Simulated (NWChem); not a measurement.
System: HfF₃, doublet; SMILES [F][Hf]([F])[F]

```xyz
4

Hf     0.0000     0.0000    -0.1548
F      0.4970     1.8425    -0.1554
F      1.3471    -1.3517    -0.1554
F     -1.8442    -0.4908    -0.1554
```
Atoms are numbered in this order, from 1.

Level: PBE0/def2-SVP with def2 effective core potentials on Hf, spin-unrestricted (NWChem), optimised geometry, unscaled harmonic frequencies. In the optimisation the excess spin sits in a (C3, its own frame). This spin state was assumed; another may lie lower. def2 effective core potentials on Hf; no spin-orbit coupling.

Problem. List the harmonic frequencies with IR intensities, and the thermochemistry.

Solution. 
```json
[
 {"frequency (cm⁻¹)": "89", "IR intensity (km/mol)": "12.0"},
 {"frequency (cm⁻¹)": "152", "IR intensity (km/mol)": "10.7"},
 {"frequency (cm⁻¹)": "152", "IR intensity (km/mol)": "10.7"},
 {"frequency (cm⁻¹)": "670", "IR intensity (km/mol)": "0.0"},
 {"frequency (cm⁻¹)": "674", "IR intensity (km/mol)": "138.9"},
 {"frequency (cm⁻¹)": "674", "IR intensity (km/mol)": "138.9"}
]
```

```yaml
zero_point_energy: 3.4 kcal/mol
thermal correction to the enthalpy at 298.15 K (with zero-point energy): 7.3 kcal/mol
heat capacity Cv: 14.4 cal/(mol K)
```

Rigid rotor and harmonic oscillator; modes under 100 cm⁻¹ make the entropy uncertain.
